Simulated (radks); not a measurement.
Removal energies from the palladium ion Pd7+, [Kr] 4d(3/2: 3, 5/2: 0), by Delta-SCF beside the eigenvalue of the level emptied. Calculated with a radial shooting solver on a logarithmic mesh with Libxc functionals: Dirac Kohn-Sham, PBE, spin-unpolarised, spherical densities, finite nucleus; Fermi nuclear charge, rms radius of each element as measured or else 0.836 A^(1/3) + 0.57 fm. Sub-shells are occupied by j as written (lower j first in brackets).

removed from,final configuration,Delta-SCF (eV),-eigenvalue (eV)
4d3/2,"[Kr] 4d(3/2: 2, 5/2: 0)",120.54,110.81
4p3/2,"[Ar] 3d10 4s2 4p(1/2: 2, 3/2: 3) 4d(3/2: 3, 5/2: 0)",173.72,162.92
4p1/2,"[Ar] 3d10 4s2 4p(1/2: 1, 3/2: 4) 4d(3/2: 3, 5/2: 0)",179.03,168.02
4s1/2,"[Ar] 3d10 4s1 4p6 4d(3/2: 3, 5/2: 0)",212.11,200.65
